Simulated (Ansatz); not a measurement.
System: sum formula H₃Si₂OCl₂, charge 0, multiplicity 2. It need not be the lowest isomer of its formula. 
Structure (B3LYP-D3(BJ)/def2-TZVP (Ansatz, an electronic-structure program) minimum search):
```
O
Si 1 1.6164
Si 1 1.6562 2 147.63
H 3 1.4757 1 107.25 2 -174.20
H 3 1.4776 4 110.49 1 118.97
H 3 1.4779 4 110.29 5 121.86
Cl 2 2.0660 1 108.96 3 -123.58
Cl 2 2.0746 1 109.26 3 -4.28
```
Charge 0, spin multiplicity 2.

Dipole moments at this geometry, in debye (magnitudes).

```csv
level,program,dipole (D)
SVWN5/def2-TZVPD,Ansatz,[?]
BLYP/def2-TZVPD,Ansatz,1.45
PBE0/def2-TZVPD,Ansatz,1.51
r2SCAN0/def2-TZVPD,Ansatz,1.52
LC-wPBE/def2-TZVPD,Ansatz,1.59
CCSD(T)/aug-cc-pV(D+d)Z,Ansatz,[?]
```

Problem. What belongs in the gaps?

Solution. 
- SVWN5/def2-TZVPD, dipole (D): 1.49
- CCSD(T)/aug-cc-pV(D+d)Z, dipole (D): 1.51
